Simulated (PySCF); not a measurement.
**Substituent chemical shifts**

Parent skeleton `[CH2:1]=[CH:2][CH:3]1[SiH2:4][CH:5]1[CH3:6]`; one hydrogen on atom 3 is replaced by X. Hydrogens on one atom are averaged.

[PySCF 2.14: NMR shieldings at PBE0/pcSseg-1/GIAO; coordinates at the GFN2-xTB level; averaged over atoms made equivalent by symmetry, fast rotation or ring inversion; one conformer; isolated molecule; non-relativistic Hamiltonian]

References, each an isolated molecule treated in the same way: TMS for 13C, 29Si, 1H.

Parent (X = H): C1 110.3, C2 150.0, C3 24.2, Si4 -112.6, C5 18.0, C6 20.0, H(C1) 4.77, H(C2) 7.01, H(Si4) 2.74 ppm. Effects are Δδ = δ(X) − δ(H), positive for deshielding.

(1) Order these by the shift of C6, most shielded first.
A. X = SO3H
B. X = C2H5
C. X = propynyl
D. X = C(S)CH3

(2) Order these by the shift of C3, most shielded first.
A. X = SO2CH3
B. X = propynyl
C. X = SO3H
D. X = C(S)CH3
E. X = C2H5
F. X = CH2OH

(3) Order these by the shift of C5, most shielded first.
A. X = C(S)CH3
B. X = SO2CH3
C. X = OC2H5
D. X = propynyl
E. X = NMe2
F. X = SO3H

Results:

(1) D (-9.4 ppm), A (-6.2 ppm), B (-4.2 ppm), C (-2.6 ppm).

(2) B (-1.3 ppm), E (+9.7 ppm), F (+18.5 ppm), A (+33.4 ppm), C (+35.2 ppm), D (+43.9 ppm).

(3) F (+1.0 ppm), B (+4.1 ppm), D (+6.3 ppm), E (+12.6 ppm), C (+15.0 ppm), A (+21.0 ppm).
